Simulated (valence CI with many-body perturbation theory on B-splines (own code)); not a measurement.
## Dy XXXVI: magnetic and hyperfine properties of the levels

Calculated by valence CI with perturbative core correlation (CI+MBPT): three valence electrons over a frozen Dirac-Fock core [Ar] 3d10, a basis of 11 s, 11 p, 9 d, 7 f, 5 g, 2 h, 1 i functions for each j, with the one-electron correlation potential Σ1, the two-electron term Σ2, the three-electron term Σ3, Breit, model QED; selected CI, second order for the rest (own B-spline code, finite nucleus).

No measured spectrum was set against this ion. As an estimate, large intervals hold to a few tenths of a per cent, small ones and those within an open d or f shell to about a per cent.

A/g_I is the dipole constant over the nuclear g factor μ/I (μ in nuclear magnetons, uniformly magnetised nucleus), B/Q the quadrupole constant per barn. Both hold the static response of the core; the bare values leave it out. Large factors of s and p1/2 electrons are usually good to 5 to 10 %; those of open d and f shells near neutrality can be off by tens of per cent, and small factors of p3/2, d and f electrons come from cancelling terms and can be off by a factor of two or in sign, in half-filled shells by more. B is blank for J = 1/2, where it vanishes, and for nearly pure S terms. Energies count from the lowest level.

Levels are named by their leading jj configuration (3d3/2^4 stands for four electrons in 3d with j = 3/2), which in mixed levels can hold well under half, so a name can repeat and another be missing. Letters in brackets count levels of one name in rising energy.

```tsv
Level	E (cm⁻¹)	g	A/g_I (MHz)	A/g_I bare	B/Q (MHz/b)	B/Q bare
(4s^2 4p1/2) J=1/2	0	0.661	279000	269000		
(4s^2 4p3/2) J=3/2	427770	1.331	37500	36000	72800	70100
(4s 4p1/2^2) J=1/2	620670	2.281	835000	805000		
(4s 4p1/2 4p3/2) J=3/2 [a]	965830	1.672	214000	206000	59000	56700
(4s 4p1/2 4p3/2) J=5/2	1020600	1.379	251000	242000	39800	38400
(4s 4p1/2 4p3/2) J=3/2 [b]	1101000	0.953	116	177	56200	54100
(4s 4p1/2 4p3/2) J=1/2	1124400	1.197	-254000	-244000		
(4s 4p3/2^2) J=5/2	1412900	1.404	188000	181000	22200	21400
(4s^2 4d3/2) J=3/2	1481900	0.912	-8490	-7760	-6160	-5740
(4s 4p3/2^2) J=1/2	1552700	1.848	876000	844000		
(4s 4p3/2^2) J=3/2	1590000	1.117	-103000	-98600	-9180	-8880
(4s^2 4d5/2) J=5/2	1603300	1.208	32500	31700	26200	25400
(4p1/2^2 4p3/2) J=3/2	1732200	1.332	32200	31500	67000	64500
(4s 4p1/2 4d3/2) J=3/2 [a]	1982400	0.508	-79300	-76100	15800	15300
(4s 4p1/2 4d3/2) J=5/2	2018700	1.066	213000	205000	-4960	-4560
(4p1/2 4p3/2^2) J=3/2	2090200	1.383	41300	40200	-2530	-2400
(4s 4p1/2 4d5/2) J=5/2 [a]	2102800	1.183	35100	34300	-3030	-2800
(4s 4p1/2 4d3/2) J=1/2	2114000	0.371	-344000	-330000		
(4s 4p1/2 4d3/2) J=3/2 [b]	2121500	1.337	78000	76000	7060	6820
(4s 4p1/2 4d5/2) J=5/2 [b]	2148000	1.397	136000	132000	14500	14000
(4s 4p1/2 4d5/2) J=7/2	2152400	1.254	164000	158000	-1490	-1200
(4p1/2 4p3/2^2) J=1/2	2200400	0.661	270000	259000		
(4s 4p1/2 4d5/2) J=5/2 [c]	2241600	0.976	19800	19400	39800	38500
(4s 4p1/2 4d5/2) J=3/2	2272600	1.070	-89400	-85600	20600	20000
(4s 4p3/2 4d3/2) J=3/2 [a]	2467100	1.348	159000	153000	-8850	-8640
(4s 4p3/2 4d3/2) J=5/2 [a]	2467600	1.266	135000	130000	17700	17000
(4s 4p3/2 4d3/2) J=1/2 [a]	2469100	2.343	462000	445000		
(4s 4p3/2 4d3/2) J=7/2	2480700	1.301	133000	129000	50600	48800
(4s 4p3/2 4d5/2) J=9/2	2486000	1.331	115000	111000	88600	85500
(4s 4p3/2 4d5/2) J=3/2 [a]	2527100	1.332	-30700	-28800	-48900	-47100
(4s 4p3/2 4d3/2) J=3/2 [b]	2554100	0.967	-16400	-15500	-41900	-40300
(4s 4p3/2 4d5/2) J=5/2 [a]	2565700	1.332	175000	169000	-38200	-36800
(4s 4p3/2 4d3/2) J=5/2 [b]	2570300	0.914	-29100	-27700	39700	38300
(4s 4p3/2 4d5/2) J=7/2 [a]	2612000	1.226	87800	85000	15100	14500
(4s 4p3/2 4d5/2) J=7/2 [b]	2621500	1.148	-22800	-21600	86300	83400
(4s 4p3/2 4d3/2) J=1/2 [b]	2625300	0.595	60300	58700		
(4s 4p3/2 4d5/2) J=1/2	2696800	0.678	-212000	-203000		
(4s 4p3/2 4d5/2) J=5/2 [b]	2715300	1.097	-43200	-41100	-20000	-19300
(4s 4p3/2 4d5/2) J=3/2 [b]	2721900	1.305	200000	193000	22100	21300
(4p1/2^2 4d3/2) J=3/2	2724800	0.756	18800	18200	12200	11900
```

**Question.** Take the isotope of mass number 161, with I = 5/2, μ = -0.479 μN and Q = 2.51 b. What is the hyperfine structure of (4s^2 4p1/2) J=1/2?

**Answer.** From the table A = -53500 MHz. Shifts from the centre of gravity in MHz: F = 2: 93600, F = 3: -66900.
